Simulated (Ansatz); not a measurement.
C$_{2}$H$_{5}$F$_{3}$OTi (`CC[O][Ti]([F])([F])[F]`). Total charge 0; spin multiplicity 1. Correlated methods include outer-core shells of Ti, which these sets cover unevenly. Scalar relativity is left out up to krypton.

```xyz
12

C    -1.3196   -0.1429    1.1854
C     0.0217    0.5362    1.0478
O     0.6124    0.2451   -0.1926
Ti    1.1301   -0.2553   -1.7701
F     1.3181    1.1570   -2.7996
F    -0.0796   -1.3263   -2.4610
F     2.6619   -1.1077   -1.6405
H    -1.2151   -1.2271    1.1140
H    -1.7574    0.0981    2.1567
H    -2.0061    0.1918    0.4056
H     0.7118    0.2072    1.8314
H    -0.0782    1.6238    1.1228
```

Question: Give the diagnostics of a CCSD(T)/def2-TZVPP run (frozen core, the Gaussian-basis code of Ansatz). (Best estimate.)

Answer: Ansatz gave: T1 = 0.0218, largest single amplitude 0.052, largest double 0.024, (T) share of the correlation energy 4.1 %, 13 CCSD cycles. The RHF solution is stable towards an unrestricted one. T1 lies over the customary mark of 0.02 for closed shells; compounds of d metals often pass it without a breakdown.
